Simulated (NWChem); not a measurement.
GaNH₃OBr; SMILES [NH2][Ga]([Br])[OH]

```xyz
7

Ga    -0.0435     0.8080    -0.0289
Br    -0.0040    -1.4800    -0.0178
O     -1.5966     1.6627     0.0567
H     -2.3607     1.0794     0.1052
N      1.4803     1.7456    -0.1172
H      1.5059     2.7568    -0.1368
H      2.3950     1.3200    -0.1801
```
Atoms are numbered in this order, from 1.

Structure relaxed at the PBE0/def2-SVP level.

Spin-orbit effects, on the heavy nuclei and on their neighbours, are missing.

Q: Give the principal values of the shielding tensors (ppm) of Ga1, Br2, O3, N5 from KT2/pcSseg-1, GIAO (NWChem), with their diamagnetic and paramagnetic parts as GIAO splits them.

A: 
| atom | σ11 | σ22 | σ33 | isotropic | diamagnetic | paramagnetic |
|---|---|---|---|---|---|---|
| Ga1 | 1155.1 | 1403.6 | 1565.0 | 1374.6 | 2646.1 | -1271.5 |
| Br2 | 2425.6 | 2581.1 | 2970.1 | 2658.9 | 3129.4 | -470.5 |
| O3 | 166.3 | 266.5 | 315.9 | 249.6 | 391.2 | -141.6 |
| N5 | 197.8 | 214.4 | 275.6 | 229.3 | 319.2 | -89.9 |
